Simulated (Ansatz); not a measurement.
Ansatz results at the PBE0-D4/def2-TZVP geometry: size of the dipole moment (PBE/def2-TZVPP) 0.22 D; HOMO energy (B3LYP/def2-TZVPP) -10.48 eV; HOMO–LUMO gap (PBE0/def2-TZVPP) 11.34 eV.

Each molecule was computed in one conformer, which needn't be the lowest.

Which molecule gave them?
A. `FCOCF`
B. `FC(F)(F)C(F)(F)C(F)(F)C(F)(F)F`
C. `FC1OC1(F)F`
D. `C=CC=C`

B. The others give `C=CC=C`: 0.00, -6.61, 5.97; `FC1OC1(F)F`: 1.65, -9.31, 11.16; `FCOCF`: 0.11, -9.22, 10.94.

B3LYP here is the variant with VWN-RPA as its local correlation; programs differ in this.
